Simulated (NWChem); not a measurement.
System: CH3F2OTa; SMILES [F][Ta]([F])([CH3])=[O]

No frequency run checked for a minimum. def2 effective core potentials on Ta; no spin-orbit coupling.

Task: Give the equilibrium geometry at PBE0/def2-SVP with def2 effective core potentials on Ta (NWChem) as an XYZ file, with the point group.

Result: point group Cs; any orientation.
```
8

Ta    -0.0226    -0.0067    -0.0374
O      0.0308     0.3883     1.6266
F      0.7532     1.3871    -1.0353
F      0.6020    -1.7647    -0.2820
C     -2.1204    -0.0040    -0.4470
H     -2.6370    -0.7420     0.1898
H     -2.3178    -0.2478    -1.5055
H     -2.5542     0.9853    -0.2234
```
